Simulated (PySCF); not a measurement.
**Low-lying terms of N⁵⁺ (nitrogen, charge +5)**

Ground state 1s2, ¹S. Calculation: PySCF 2.14, in an even-tempered Gaussian basis (18 s from 0.109 bohr⁻², ratio 2.5; 9 p from 0.137 bohr⁻², ratio 2.7; 7 d from 0.152 bohr⁻², ratio 2.7; 3 f from 12 bohr⁻², ratio 2.7); scalar relativity by spin-free X2C-1e. Vertical excitation energies in eV without spin-orbit coupling; excited terms of each kind are numbered among those the solver found. Frozen: nothing.

| term | leading excitation | EOM-EE-CCSD |
| --- | --- | --- |
| 1 3S | 1s → s | 419.86 |
| 1 3P° | 1s → p | 426.38 |
| 1 1S | 1s → s | 426.48 |
| 1 1P° | 1s → p | 430.78 |
| 2 3S | 1s → s | 495.00 |
| 2 1S | 1s → s | 496.76 |
| 2 3P° | 1s → p | 496.80 |
| 1 3D | 1s → d | 497.69 |
| 1 1D | 1s → d | 497.73 |
| 2 1P° | 1s → p | 498.04 |
| 2 3D | 1s → d | 521.80 |
| 2 1D | 1s → d | 521.82 |

Only the lower part of the computed list is shown. Doubly excited terms such as np² are absent. The solver can miss terms. The 12 highest virtual orbitals were dropped.
